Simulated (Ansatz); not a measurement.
Start from `FB(Cl)C[SiH3]` and change one atom or group to get `FB(F)C[SiH3]`.

Ansatz, PBE0-D4/def2-TZVP geometries, multiplicity 1. Each molecule was computed in one conformer, which needn't be the lowest.

| property | `FB(Cl)C[SiH3]` |
| --- | --- |
| LUMO energy (ωB97M-V/def2-TZVPP) / eV | 1.36 |
| LUMO energy (PBE/def2-TZVPP) / eV | -1.64 |
| HOMO–LUMO gap (PBE0/def2-TZVPP) / eV | 8.44 |
| HOMO–LUMO gap (B3LYP/def2-TZVPP) / eV | 7.97 |
| LUMO energy (PBE0/def2-TZVPP) / eV | -0.67 |
| HOMO–LUMO gap (ωB97M-V/def2-TZVPP) / eV | 12.71 |

(1) What does the change do to each property? (Estimate.)

Results:

(1) The calculation gave: 
| property | `FB(F)C[SiH3]` | shift |
| --- | --- | --- |
| LUMO energy (ωB97M-V/def2-TZVPP) / eV | 1.68 | 0.32 |
| LUMO energy (PBE/def2-TZVPP) / eV | -1.00 | 0.64 |
| HOMO–LUMO gap (PBE0/def2-TZVPP) / eV | 9.49 | 1.05 |
| HOMO–LUMO gap (B3LYP/def2-TZVPP) / eV | 9.01 | 1.04 |
| LUMO energy (PBE0/def2-TZVPP) / eV | -0.01 | 0.66 |
| HOMO–LUMO gap (ωB97M-V/def2-TZVPP) / eV | 13.42 | 0.71 |

With PBE0 the HOMO falls by 0.39 eV and the LUMO rises by 0.66 eV, so the gap widens by about 1.05 eV. PBE moves the HOMO by -0.39 eV and ωB97M-V by -0.39 eV.

B3LYP here is the variant with VWN-RPA as its local correlation; programs differ in this.
